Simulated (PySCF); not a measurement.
Dy: excitation energy

Dy [Xe] 4f10 6s2 (high-spin determinant) → Dy [Xe] 4f10 5d2 (high-spin determinant), as a difference of total energies. All numbers are calculated (PySCF 2.14, the spin-free X2C one-electron Hamiltonian (Gaussian nucleus), in x2c-TZVPPall). Correlated levels: valence: [Kr] 4d10 frozen; valence and next inner shell: [Ar] 3d10 frozen. The calculations carry no spin-orbit coupling.

```tsv
method	excitation energy (eV)
UHF	4.492
LDA	4.639
PBE	4.351
PBE0	4.364
MP2 (valence)	5.017
SCS-MP2 (valence)	5.232
MP2 (valence and next inner shell)	5.083
SCS-MP2 (valence and next inner shell)	5.281
```

Task: How much does correlation contribute at MP2 (valence and next inner shell)?

Result: 5.083 − (4.492) = 0.591 eV, measured against UHF.

A first-order spin-orbit estimate (lowest level to lowest level, LS coupling) adds 0.078 eV.

In the upper state the promoted electron has a positive orbital energy at LDA, PBE, so the basis confines it.

The determinant of the upper state and of the lower state mixes LS terms, which raises its energy above the lowest term, most at the Hartree-Fock and MP2 levels.
